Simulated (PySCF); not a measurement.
Two-photon absorption: `O=c1cc1S(=O)(=O)C(F)(F)F`, C₄HF₃O₃S

Molfile (atoms numbered from 1):
```
C4HF3O3S
     RDKit          3D

 12 12  0  0  0  0  0  0  0  0999 V2000
   -3.2389   -1.2522    0.8668 O   0  0  0  0  0  0  0  0  0  0  0  0
   -2.3275   -0.6153    0.4841 C   0  0  0  0  0  0  0  0  0  0  0  0
   -1.7175    0.5349   -0.1110 C   0  0  0  0  0  0  0  0  0  0  0  0
   -0.8945   -0.4600    0.2791 C   0  0  0  0  0  0  0  0  0  0  0  0
    0.8392   -0.8641    0.3110 S   0  0  0  0  0  6  0  0  0  0  0  0
    1.0917   -1.9293   -0.5958 O   0  0  0  0  0  0  0  0  0  0  0  0
    1.2825   -0.9329    1.6597 O   0  0  0  0  0  0  0  0  0  0  0  0
    1.5704    0.7148   -0.4510 C   0  0  0  0  0  0  0  0  0  0  0  0
    1.2735    1.7554    0.3229 F   0  0  0  0  0  0  0  0  0  0  0  0
    2.8781    0.6267   -0.5886 F   0  0  0  0  0  0  0  0  0  0  0  0
    1.0114    0.9184   -1.6423 F   0  0  0  0  0  0  0  0  0  0  0  0
   -1.7672    1.5029   -0.5610 H   0  0  0  0  0  0  0  0  0  0  0  0
  1  2  2  0
  2  3  1  0
  3  4  2  0
  4  5  1  0
  5  6  2  0
  5  7  2  0
  5  8  1  0
  8  9  1  0
  8 10  1  0
  8 11  1  0
  4  2  1  0
  3 12  1  0
M  END
```

Level of theory: TDDFT PBE0/def2-SVPD excited states, vertical, gas phase in PySCF 2.14.0. Geometry: GFN2-xTB.

Q: How strongly do the lowest singlets absorb one photon, and two photons of half the energy?

A: δ for parallel linear polarisation; σ at the peak of a Lorentzian of half width 0.1 eV, single beam; Ω is circular over linear.
| state | E (eV) | f | photon λ (nm) | δ (au) | σ (GM) | Ω | main |
| --- | --- | --- | --- | --- | --- | --- | --- |
| S1 | 3.98 | 0.000 | 622 | 0.64 | 0.00 | 1.46 | HOMO→LUMO 0.99 |
| S2 | 5.74 | 0.000 | 432 | 0.16 | 0.00 | 1.16 | HOMO→LUMO+2 0.94 |
| S3 | 5.98 | 0.012 | 415 | 97.9 | 1.28 | 0.56 | HOMO−1→LUMO 0.57, HOMO→LUMO+1 0.40 |
| S4 | 6.17 | 0.000 | 402 | 0.41 | 0.01 | 1.47 | HOMO−2→LUMO 0.96 |
| S5 | 6.50 | 0.190 | 382 | 46.5 | 0.72 | 1.35 | HOMO→LUMO+1 0.41, HOMO−1→LUMO 0.28 |

Among these, the strongest one-photon state is S5, the strongest two-photon state S3, with a dipole change of 3.0 D (relaxed, norm of the difference vector).
